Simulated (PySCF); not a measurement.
ClGeH4N, SMILES [Cl][GeH2][NH2]. Heavy atoms are numbered as in [GeH2:1]([NH2:2])[Cl:3]. Hydrogens are named by the atom that carries them.

Geometry: ωB97X-D3(BJ)/def2-SVP. The values are those of a single conformer.

Level of theory: B3LYP/pcSseg-1 run with PySCF.

GIAO shieldings, no solvent; atoms alike by connectivity are averaged. δ = σ(ref) − σ: ⁷³Ge against GeH4 (σ = 1631.8 ppm); ¹⁵N against NH3 (σ = 265.5 ppm); ³⁵Cl against HCl (σ = 933.3 ppm); ¹H against TMS (σ = 31.68 ppm), references at their B3LYP-D3(BJ)/def2-TZVP geometries, non-relativistic (without spin–orbit terms, shifts of atoms bonded to Cl or Br come out too high).

```csv
atoms,nucleus,count,δ (ppm)
Ge1 (GeH2),⁷³Ge,1,330.7
N2 (NH2),¹⁵N,1,(withheld)
Cl3,³⁵Cl,1,39.4
H on Ge1,¹H,2,(withheld)
H on N2,¹H,2,1.25
```

Q: Some entries are withheld; supply them. (Estimate from the structure and the level; the computed values follow.)

A: 
- H on Ge1, δ (ppm): 5.70
- N2 (NH2), δ (ppm): 40.5
